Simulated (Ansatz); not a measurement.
Compare A (`C#[C][GeH]([CH3])[CH3]`) with its isomer B (`C=[CH][GeH2][CH]=C`).

Isolated molecules relaxed with PBE0-D4/def2-TZVP in Ansatz; ΔE leaves out vibrations. CCSD(T)/CBS adds triple-zeta CCSD(T) − MP2 to the extrapolated MP2 energy (def2 sets, frozen cores). Functionals use def2-TZVPP. B3LYP here is the variant with VWN-RPA as its local correlation; programs differ in this. For Ge outer-core shells are correlated without core-valence functions, which leaves a few kJ/mol of doubt a bond. Scalar relativity is left out up to krypton. Each species was taken in one conformer, which may not be the lowest.

Task: Which is lower in electronic energy at CCSD(T)/CBS, and by how much? (Estimate.)

Result: The calculation gave: A, by 7.9 kcal/mol.

Task: Give E(B) − E(A) in kcal/mol with r2SCAN-D4, CCSD/def2-TZVPP, ωB97M-V, B3LYP, CCSD(T)/def2-TZVPP, B3LYP-D4, B2PLYP. (Estimate.)

Result: Computed: r2SCAN-D4 6.8, CCSD/def2-TZVPP 8.8, ωB97M-V 7.5, B3LYP 6.2, CCSD(T)/def2-TZVPP 8.6, B3LYP-D4 5.1, B2PLYP 8.8. None reverses the order clearly.

Largest T1 diagnostic: 0.012.

In def2-TZVPP, CCSD(T) changes the Hartree–Fock value by +1.2 kcal/mol (the triples alone add −0.2 kcal/mol) and MP2 by +5.5 kcal/mol. From PBE to PBE0 (25 % exact exchange), in def2-TZVPP and without D4, E(B) − E(A) moves by +0.8 kcal/mol.
